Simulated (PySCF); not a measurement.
C2H7Al, charge +1, multiplicity 2. Atoms are numbered in the order given.

```xyz
10

Al     0.7052     0.0960     0.0000
C     -0.5884    -1.6873     0.0000
H     -0.1669    -2.0774    -0.9397
H     -1.6411    -1.3879     0.0000
H     -0.1669    -2.0774     0.9397
C     -0.5763     1.5457     0.0000
H      0.0265     2.4729     0.0000
H     -1.2143     1.5242     0.8972
H     -1.2143     1.5242    -0.8972
H      2.1975    -0.3763     0.0000
```
Charge +1, spin multiplicity 2.

Geometry: PBE0-D3(BJ)/def2-SVP. The spin state was assumed, not searched. The isomer is the one that the SMILES or the coordinates give; other isomers of the formula were not compared.

All values below come from TDA-LC-ωPBE/def2-SVPD run with PySCF.

Vertical excitations. Gas-phase values at a fixed geometry.

```json
[
 {"state": "root 1", "energy (eV)": "3.07", "λ (nm)": "403", "f": "0.045", "main pairs": "β HOMO→LUMO 95 %"},
 {"state": "root 2", "energy (eV)": "5.01", "λ (nm)": "247", "f": "0.029", "main pairs": "β HOMO−5→LUMO 62 %, β HOMO−3→LUMO 27 %"},
 {"state": "root 3", "energy (eV)": "5.20", "λ (nm)": "238", "f": "0.002", "main pairs": "β HOMO−4→LUMO 92 %"},
 {"state": "root 4", "energy (eV)": "5.55", "λ (nm)": "223", "f": "0.000", "main pairs": "α HOMO→LUMO 19 %, α HOMO−1→LUMO 7 %, β HOMO→LUMO+1 69 %"},
 {"state": "root 5", "energy (eV)": "5.77", "λ (nm)": "215", "f": "0.108", "main pairs": "β HOMO−1→LUMO 71 %, β HOMO−5→LUMO 18 %"},
 {"state": "root 6", "energy (eV)": "6.07", "λ (nm)": "204", "f": "0.000", "main pairs": "α HOMO→LUMO 26 %, β HOMO−2→LUMO 61 %"},
 {"state": "root 7", "energy (eV)": "6.17", "λ (nm)": "201", "f": "0.000", "main pairs": "α HOMO→LUMO 47 %, β HOMO−2→LUMO 32 %, β HOMO→LUMO+1 17 %"},
 {"state": "root 8", "energy (eV)": "6.35", "λ (nm)": "195", "f": "0.004", "main pairs": "β HOMO−3→LUMO 63 %, β HOMO−1→LUMO 18 %, β HOMO−5→LUMO 15 %"},
 {"state": "root 9", "energy (eV)": "6.60", "λ (nm)": "188", "f": "0.004", "main pairs": "α HOMO−1→LUMO 80 %"},
 {"state": "root 10", "energy (eV)": "6.97", "λ (nm)": "178", "f": "0.001", "main pairs": "α HOMO→LUMO+1 23 %, α HOMO−1→LUMO+1 8 %, β HOMO→LUMO+2 40 %, β HOMO→LUMO+3 7 %"}
]
```
Unrestricted roots are not spin-pure.
